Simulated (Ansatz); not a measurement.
Reaction (cleavage of the Si–In bond): `F[SiH2][InH2]` + HCl → `F[SiH2]Cl` + `[InH3]`

Gas-phase electronic energies from Ansatz, PBE0-D4/def2-TZVP geometries. CCSD(T)/CBS is the MP2 limit (def2-TZVPP, def2-QZVPP) plus CCSD(T) − MP2 in def2-TZVPP, frozen cores. This one scheme is used for every species. DFT in def2-TZVPP. def2 core potentials past Kr. For In outer-core shells are correlated without core-valence functions, which leaves a few kJ/mol of doubt a bond.

```json
{"level": "LDA (SPW92)", "ΔE (kJ/mol)": "-77.4"}
{"level": "BHLYP-D4", "ΔE (kJ/mol)": "-90.9"}
{"level": "r2SCAN", "ΔE (kJ/mol)": "-88.6"}
{"level": "PBE0", "ΔE (kJ/mol)": "-81.0"}
{"level": "r2SCANh", "ΔE (kJ/mol)": "-89.4"}
{"level": "CCSD(T)/def2-SVP", "ΔE (kJ/mol)": "-81.9"}
{"level": "CCSD(T)/def2-TZVPP", "ΔE (kJ/mol)": "-86.0"}
{"level": "HF/def2-QZVPP", "ΔE (kJ/mol)": "-103.4"}
```

Q: What does CCSD(T)/CBS give? (Estimate.)

A: Computed: -85.2 kJ/mol. The listed levels differ from it by 7.8, -5.7, -3.4, 4.2, -4.2, 3.3, -0.8, -18.2 kJ/mol.

Largest T1 diagnostic among the species: 0.014.

Leaving LDA and LC-ωPBE aside and taking each functional with its dispersion term where it has one, the values, not all of them listed here, spread over 22.2 kJ/mol, from B97M-V to PBE-D4. From PBE to PBE0 (25 % exact exchange), in def2-TZVPP and without D4, ΔE moves by −5.9 kJ/mol. In def2-TZVPP, CCSD(T) changes the Hartree–Fock value by +17.0 kJ/mol (the triples alone add +0.8 kJ/mol) and MP2 by +11.2 kJ/mol.
